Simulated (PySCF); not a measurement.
Isomers of C6H5Cl, mass 112.008 u with the commonest isotopes. Level of theory: PBE0/def2-SVPD in PySCF (dipole) on a GFN2-xTB geometry, gas phase. One conformer each, none proved a minimum here; rigid rotors.

**Question.** Order these by dipole moment, largest first.
A. `CC#CC1=C(Cl)C1`
B. `CC#CC#CCCl`
C. `C=C1C=C(Cl)C1=C`

**Answer.** B (2.67 D), A (2.03 D), C (0.82 D).

**Question.** Order these by rotational constant A, largest first.
A. `C=C1C=C(Cl)C1=C`
B. `CC#CC#CCCl`
C. `C1C(Cl)=C1C#CC`

**Answer.** B (11828 MHz), C (6083 MHz), A (4717 MHz).

**Question.** Order these by rotational constant C, smallest first.
A. `CC#CC#CCCl`
B. `CC#CC1=C(Cl)C1`
C. `C=C1C=C(Cl)C1=C`

**Answer.** A (571.6 MHz), B (751.2 MHz), C (1151 MHz).

```
         SMILES  point group  Ia (u·Å²)  Ib (u·Å²)  Ic (u·Å²)      κ  μa (D)  μb (D)  μc (D)
     CC#CC#CCCl            –      42.73     847.87     884.18  -1.00    2.34    1.28    0.01
C=C1C=C(Cl)C1=C           Cs     107.13     331.96     439.09  -0.79    0.76    0.31    0.00
 CC#CC1=C(Cl)C1            –      83.08     596.20     672.79  -0.96    2.03    0.13    0.01
```
